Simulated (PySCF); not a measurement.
## Stretching InPb

Set-up: PySCF, scalar-relativistic core potentials, basis sets In cc-pVDZ-PP with ECP28, Pb cc-pVDZ-PP with ECP60. Energies in eV from In + Pb in their ground configurations at the same level. State: ⁴Σ⁻ (quartet), unpaired electrons σ ↑, π ↑↑.

All columns are PBE0. A positive dipole means In(−)Pb(+).

| R (Å) | E (eV) | μ (D) | Mulliken charge on In (basis-dependent) | HOMO (eV) | LUMO (eV) | Mayer bond order | ⟨S²⟩ |
| --- | --- | --- | --- | --- | --- | --- | --- |
| 2.507 | -1.309 | -0.48 | 0.07 | -5.07 | -2.68 | 1.61 | 3.75 |
| 2.623 | -1.659 | -0.68 | 0.09 | -5.12 | -2.56 | 1.54 | 3.75 |
| 2.740 | -1.842 | -0.90 | 0.11 | -5.09 | -2.47 | 1.48 | 3.75 |
| 2.828 | -1.905 | -1.09 | 0.12 | -4.99 | -2.49 | 1.43 | 3.75 |
| 2.915 | -1.921 | -1.29 | 0.13 | -4.89 | -2.50 | 1.38 | 3.75 |
| 3.002 | -1.903 | -1.49 | 0.14 | -4.81 | -2.51 | 1.34 | 3.75 |
| 3.119 | -1.842 | -1.78 | 0.15 | -4.70 | -2.50 | 1.29 | 3.75 |
| 3.265 | -1.728 | -2.16 | 0.17 | -4.58 | -2.49 | 1.24 | 3.75 |
| 3.440 | -1.560 | -2.60 | 0.18 | -4.45 | -2.46 | 1.18 | 3.75 |
| 3.673 | -1.317 | -3.18 | 0.20 | -4.31 | -2.42 | 1.11 | 3.75 |

A fit through these points gives, at Re = 2.909 Å, μ = -1.27 D and dμ/dR = -2.33 D/Å; the reduced mass is 74.01 u.

Q: How strong is the fundamental in the double-harmonic approximation, I = 42.26·(dμ/dR)²/μred km/mol?

A: I = 42.26·(-2.33)²/74.01 = 3.10 km/mol at PBE0.

Spin–orbit coupling is left out, which matters for elements this heavy, above all for dissociation energies. The state is the lowest determinant that a PBE0 search found; another state may lie lower at other levels.
